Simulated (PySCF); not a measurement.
SnH3, SMILES [SnH3], multiplicity 2. Geometry optimised at PBE-D3(BJ)/def2-TZVPD. The spin state was assumed, not searched. The isomer is the one that the SMILES or the coordinates give; other isomers of the formula were not compared. The def2 effective core potentials stand for the cores of Sn; spin–orbit coupling is left out.

All values below come from PBE-D3(BJ)/def2-TZVPD (PySCF).

Harmonic wavenumbers (cm⁻¹): 617, 668, 668, 1775, 1828, 1828. Rotational constants (GHz): 100.6, 100.6, 62.83; symmetry number 3.

### Question
Work out the zero-point energy and the ideal-gas rigid-rotor harmonic-oscillator thermochemistry at 298.15 K and 1 atm.

### Answer
ZPE = ½ Σ hcν = ½ × 7384 cm⁻¹ = 44.17 kJ/mol. H − E(el) = 55.15 kJ/mol. Entropy in J/(mol K): translation 168.63, rotation 61.48, vibration 4.70, spin 5.76, total 240.57. G − E(el) = -16.57 kJ/mol. Cp = 45.19 J/(mol K).
